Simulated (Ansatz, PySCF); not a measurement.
Process, species as SMILES: [O]=[Al][Cl] → [O]=[Al][Cl] as doublet, charge +1 + e-
Each molecule is optimised on its own at B3LYP-D3(BJ)/def2-TZVP (Ansatz, a quantum-chemistry and plane-wave program).
Geometry of the first species:
SMILES: [O]=[Al][Cl]
```xyz
3

Al     0.0000     0.0000    -0.5886
O      0.0000     0.0000    -2.1853
Cl     0.0000     0.0000     1.4785
```
Charge 0, spin multiplicity 1.

Wanted: adiabatic ionisation energy (0 K, with B3LYP-D3(BJ) harmonic zero-point energies from PySCF), in eV. Valence correlation only, unless marked. UHF or UKS for open shells. Spin-orbit coupling is left out. No relativistic terms. FCI takes restricted orbitals. CBS(X,Y): correlation extrapolated as X^-3; Hartree-Fock from the larger set.

```csv
level,program,adiabatic ionisation energy (eV)
r2SCAN-D3(BJ)/def2-TZVPD,Ansatz + dftd3,9.90
B97M-V/def2-TZVPD,Ansatz,9.81
```

### Question
Predict the CCSD(T)/CBS(cc-pV(T+d)Z,cc-pV(Q+d)Z) result (Ansatz).

### Answer
10.08 eV, so B97M-V/def2-TZVPD differs from it by -0.27 eV.
